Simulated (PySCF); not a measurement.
Frontier orbitals and the lowest excitations

Compound: C6H6F2.
Numbering: `[CH2:1]=[C:2]([F:3])/[CH:4]=[CH:5]/[CH:6]=[CH:7]\[F:8]` (hydrogens: H9, H10 on C1; H11 on C4; H12 on C5; H13 on C6; H14 on C7)

Geometry (PBE0-D3(BJ)/def2-SVP, Å), atoms numbered from 1 in this order:
```
atom  x, y, z in Å
C1    -3.0627    0.0084    0.3062
C2    -1.8867   -0.1789   -0.3058
F3    -1.8657   -0.6932   -1.5409
C4    -0.5800    0.1239    0.2389
C5     0.5752   -0.0903   -0.4254
C6     1.8787    0.2099    0.1164
C7     3.0303    0.0137   -0.5392
F8     3.0708   -0.4799   -1.7707
H9    -3.9964   -0.2533   -0.1926
H10   -3.0928    0.4252    1.3122
H11   -0.5705    0.5493    1.2468
H12    0.5329   -0.5151   -1.4321
H13    1.9534    0.6273    1.1242
H14    4.0225    0.2376   -0.1384
```

The calculation used TDDFT CAM-B3LYP/def2-SVPD, vertical, gas phase, core orbitals frozen in the response (PySCF).

Kohn–Sham orbitals with the atoms that hold most of them (Löwdin shares over 4%, at most four atoms; ? is withheld):

| orbital | ε (eV) | atoms |
| --- | --- | --- |
| LUMO+2 | 1.66 | C1 23%, C7 18%, H10 11%, H14 10% |
| LUMO+1 | 1.31 | C7 17%, C6 14%, C4 12%, H13 10% |
| LUMO | ? | ? |
| HOMO | -7.64 | C1 19%, C4 16%, C7 15%, C5 14% |
| HOMO-1 | -9.64 | ? |
| HOMO-2 | -11.30 | C5 25%, C4 21%, C6 17%, F3 8% |
| HOMO-3 | -11.94 | C5 15%, C4 15%, C6 11%, F3 10% |

(1) Which atoms hold the HOMO-1, and with what shares?

(2) Which atoms hold the LUMO, and with what shares?

(3) What is the LUMO energy, and the HOMO–LUMO gap?

Answers

(1) C2 (bonded to 2 C and F) 19%; C1 (bonded to C and 2 H) 19%; C6 (bonded to 2 C and H) 16%; C7 (bonded to C, F and H) 12%.

(2) C5 (bonded to 2 C and H) 17%; C7 (bonded to C, F and H) 17%; C4 (bonded to 2 C and H) 16%; C1 (bonded to C and 2 H) 15%.

(3) ε(LUMO) = -0.69 eV; the gap is 6.95 eV (0.2554 hartree).

Question: The HOMO–LUMO gap is 6.95 eV. Where does the response calculation put the lowest singlet, and from which orbitals?

Answer: S1 is at 4.86 eV (f = 1.076), 2.09 eV below the gap, made of HOMO→LUMO (98%). Without the coupling terms of the response equations the lowest excitation would equal the gap.

Question: One configuration dominates each of S1, S2 and S3. Which, and how do the shares of the two leading atoms of either orbital change from the occupied to the empty one?

Answer: 
- S1 (4.86 eV, f 1.076), HOMO→LUMO (98%): C1 19% → 15%, C4 16% → 16%, C5 14% → 17%, C7 15% → 17%
- S2 (6.16 eV, f 0.0057), HOMO→LUMO+1 (91%): C1 19% → at most 11%, C4 16% → 12%, C7 15% → 17%, C6 at most 15% → 14%
- S3 (6.32 eV, f 0.0002), HOMO-1→LUMO (90%): C2 19% → at most 16%, C1 19% → 15%, C5 at most 12% → 17%, C7 12% → 17%

Löwdin shares depend on the basis, the more so with diffuse functions.

One conformer stands for the species.
